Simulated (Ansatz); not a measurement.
Reactions of `CC(=O)C(C(C)=O)C(C)C`.

Calculated with Ansatz (gas phase, PBE0-D4/def2-TZVP geometries, no zero-point term in ΔE). CCSD(T)/CBS adds triple-zeta CCSD(T) − MP2 to the extrapolated MP2 energy (def2 sets, frozen cores). This one scheme is used for every species. Functionals use def2-TZVPP. def2 core potentials past Kr. For W outer-core shells are correlated without core-valence functions, which leaves a few kJ/mol of doubt a bond. Each species was taken in one conformer, which may not be the lowest.

```csv
reaction,ωB97X-V (kJ/mol),CCSD/CBS(def2) (kJ/mol),PBE0-D4 (kJ/mol)
`CC(=O)C(C(C)=O)C(C)C` + `NC[SiH2]O` → `CO[SiH2]CN` + `CCC(C(C)=O)C(C)=O`,59,64,61
`CC(=O)C(C(C)=O)C(C)C` + `CC` → `CCC(C(C)=O)C(C)=O` + `CCC`,5,5,4
`CC(=O)C(C(C)=O)C(C)C` + `OBS` → `CC(C)OBS` + `CC(=O)CC(C)=O`,24,27,26
`CC(=O)C(C(C)=O)C(C)C` + HCl → `CC(C)Cl` + `CC(=O)CC(C)=O`,12,13,10
`CC(=O)C(C(C)=O)C(C)C` + `[NH]=[W](=[NH])([OH])[Cl]` → `C[O][W](=[NH])(=[NH])[Cl]` + `CCC(C(C)=O)C(C)=O`,48,53,49
```

Task: Give the CCSD(T)/CBS values in the same order. (An estimate is asked.)

Result: Ansatz gave: 67, 7, 31, 16, 54 kJ/mol.

Largest T1 diagnostic: 0.020, for `[NH]=[W](=[NH])([OH])[Cl]`.
